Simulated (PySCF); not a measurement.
Isomers of CH10Ge2OSi, mass 213.892 u with the commonest isotopes. Method used: PBE0-D3(BJ)/def2-SVP geometry optimisation, gas phase in PySCF 2.14.0. One conformer each, none proved a minimum here; rigid rotors.

Question: Order these by rotational constant C, largest first.
A. `[GeH3:1][CH2:2][SiH2:3][O:4][GeH3:5]` with Ge1–C2–Si3–O4 -179°, C2–Si3–O4–Ge5 175°
B. `[SiH3:1][CH2:2][GeH2:3][O:4][GeH3:5]` with Si1–C2–Ge3–O4 -31°, C2–Ge3–O4–Ge5 -82°
C. `[CH3:1][O:2][GeH2:3][GeH2:4][SiH3:5]` with C1–O2–Ge3–Ge4 69°, O2–Ge3–Ge4–Si5 -47°

Answer: C (711.8 MHz), B (639.2 MHz), A (304.4 MHz).

Question: Order these by rotational constant B, smallest first.
A. `[GeH3:1][CH2:2][SiH2:3][O:4][GeH3:5]` with Ge1–C2–Si3–O4 -179°, C2–Si3–O4–Ge5 175°
B. `[SiH3:1][CH2:2][GeH2:3][O:4][GeH3:5]` with Si1–C2–Ge3–O4 -31°, C2–Ge3–O4–Ge5 -82°
C. `[CH3:1][O:2][GeH2:3][GeH2:4][SiH3:5]` with C1–O2–Ge3–Ge4 69°, O2–Ge3–Ge4–Si5 -47°

Answer: A (307.7 MHz), B (857.4 MHz), C (979.4 MHz).

Question: Order these by out-of-plane moment Σ m c² = (Ia + Ib − Ic)/2, smallest first.
A. `[GeH3:1][CH2:2][SiH2:3][O:4][GeH3:5]` with Ge1–C2–Si3–O4 -179°, C2–Si3–O4–Ge5 175°
B. `[SiH3:1][CH2:2][GeH2:3][O:4][GeH3:5]` with Si1–C2–Ge3–O4 -31°, C2–Ge3–O4–Ge5 -82°
C. `[CH3:1][O:2][GeH2:3][GeH2:4][SiH3:5]` with C1–O2–Ge3–Ge4 69°, O2–Ge3–Ge4–Si5 -47°

Answer: A (11.20 u·Å²), C (23.22 u·Å²), B (28.55 u·Å²).

```
                    SMILES  point group  Ia (u·Å²)  Ib (u·Å²)  Ic (u·Å²)      κ  μa (D)  μb (D)  μc (D)
[GeH3][CH2][SiH2][O][GeH3]      near Cs      40.12    1642.47    1660.17  -1.00    1.01    0.25    0.07
[SiH3][CH2][GeH2][O][GeH3]           C1     258.25     589.45     790.61  -0.67    0.30    0.50    1.47
    C[O][GeH2][GeH2][SiH3]           C1     240.49     515.99     710.04  -0.61    0.66    0.07    0.84
```
